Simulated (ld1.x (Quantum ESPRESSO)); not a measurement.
# Pseudopotential generation for palladium (Pd): TM, revPBE, fully relativistic.

- Element: palladium (Pd)
- Generator: ld1.x (Quantum ESPRESSO) 7.5
- Type: norm-conserving Troullier–Martins (Kleinman–Bylander form)
- Functional: revPBE
- Relativity: fully relativistic
- Frozen core: [Kr]
- Valence charge: 10
- Reference configuration: 4d10 5s0 5p0
- Partial waves: 5s (bound, empty): rc 2.75 bohr; 4d (bound): rc 1.55 bohr; 5p (bound, empty): rc 1.10 bohr
- Local potential: the p channel
- Core correction: Bessel-smoothed model core inside 0.55 bohr

Open shells are filled in proportion to 2j + 1 (rel_dist='average').

All-electron outer shells of the reference configuration (revPBE, scalar-relativistic, ld1.x):

```tsv
shell	level (eV)	outermost node (bohr)	outermost maximum (bohr)
4s	-85.23	0.45	0.85
4p	-51.11	0.46	0.91
4d	-3.96	0.45	1.10
5s	-3.20	1.15	2.67
5p	-0.33	1.32	4.87
```

Question: Does the generator finish with these settings?

Answer: Yes, a potential is produced.

Question: Estimate the cutoffs (Ry, on a coarse ladder) from which the occupation-weighted sum of valence levels, in a spherical-Bessel basis at the reference potential, stays within 10 and 1 mRy of its value at 400 Ry.

Answer: 70 Ry and 90 Ry.

Question: What does a ghost test show?

Answer: Ghost states, extra bound levels that the all-electron valence spectrum of the same l lacks: p3/2 at -51.7 eV, p1/2 at -51.7 eV, s at -27.3 eV. A true bound ghost makes a file unfit for plane-wave use.

Its largest configuration-test error is -1334 meV (4d6 5s0 5p0), which is poor. 2 of 7 tests not solved or not reliable.
